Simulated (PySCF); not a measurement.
Species: C5H10F2OSi.
Numbering: `[F:1][CH:2]([F:3])[SiH:4]1[CH2:5][CH2:6][O:7][CH2:8][CH2:9]1`

Definitions: NICS(0) = −σiso at the ring centroid; NICS(1) = −σiso and NICS(1)zz = −σzz at ±1 Å along the ring normal z. Level: GIAO PBE0/pcSseg-1 (PySCF, non-relativistic, gas phase) on the PBE0-D3(BJ)/def2-SVP geometry, one conformer.

Ring bond lengths (Å), with Mayer bond orders in brackets: Si4–C5 1.882 (0.91), C5–C6 1.534 (1.02), C6–O7 1.404 (0.94), O7–C8 1.405 (0.93), C8–C9 1.533 (1.03), C9–Si4 1.879 (0.93).

Q: What do the NICS probes read (ppm)?

A: 
| ring | type | NICS(0) | NICS(1), two faces | NICS(1)zz, two faces | rms pucker (Å) | centre to ring atoms, mean (Å) |
| --- | --- | --- | --- | --- | --- | --- |
| Si4–C5–C6–O7–C8–C9 | 6-membered ring with O and Si; formal bonds all single | -1.3 | -1.6 / -0.9 | 3.5 / 1.5 | 0.23 | 1.54 |

Q: What do they say, and how far can they be read as aromaticity?

A: 
- Si4–C5–C6–O7–C8–C9: mean NICS(1)zz 2.5 ppm, near zero. Si4, C5, C6, C8, C9 have four or more neighbours; no verdict on aromaticity is drawn.

Q: At the first NICS(1) probe listed for ring Si4–C5–C6–O7–C8–C9, 1 Å off the ring, what do the in-plane components average?

A: The isotropic value is a third of the trace: (3 × -1.6 − (3.5))/2 = -4.2 ppm.

Q: Give the inner angles of the rings and the Hirshfeld charges of the ring atoms.

A: 
- Si4–C5–C6–O7–C8–C9: Si4 104.5° (+0.350 e), C5 109.6° (-0.169 e), C6 113.0° (+0.003 e), O7 115.1° (-0.147 e), C8 113.3° (+0.004 e), C9 109.7° (-0.168 e); sum 665.3° against 720° for a flat convex ring.

Q: What are the shieldings of the ring atoms and their hydrogens in the same run (means over atoms taken as equivalent)?

A: 
```json
{"atoms": "Si4", "environment": "SiH silicon", "σ isotropic (ppm)": "384.1"}
{"atoms": "C5 (×2)", "environment": "sp3 carbon bound to silicon", "σ isotropic (ppm)": "175.7"}
{"atoms": "C6 (×2)", "environment": "sp3 carbon bound to oxygen", "σ isotropic (ppm)": "116.5"}
{"atoms": "O7", "environment": "cyclic ether oxygen", "σ isotropic (ppm)": "286.0"}
{"atoms": "H on Si4", "environment": "Si–H hydrogen", "σ isotropic (ppm)": "27.14"}
{"atoms": "H on C5 (×2)", "environment": "methylene hydrogen", "σ isotropic (ppm)": "30.23"}
{"atoms": "H on C5 (×2)", "environment": "methylene hydrogen", "σ isotropic (ppm)": "30.61"}
{"atoms": "H on C6 (×2)", "environment": "methylene hydrogen", "σ isotropic (ppm)": "27.10"}
{"atoms": "H on C6 (×2)", "environment": "methylene hydrogen", "σ isotropic (ppm)": "27.74"}
```

Q: How do the values depend on the level or the medium?

A: 
| level | NICS(0), Si4–C5–C6–O7–C8–C9 | mean NICS(1)zz, Si4–C5–C6–O7–C8–C9 |
| --- | --- | --- |
| PBE0/pcSseg-1, gas | -1.3 | 2.5 |
| wB97X-D/pcSseg-1, gas | -1.3 | 2.4 |
| PBE0/pcSseg-1, IEF-PCM water | -1.3 | 2.5 |

The geometry is the same throughout; the continuum's cavity takes Bondi-type radii × 1.2.
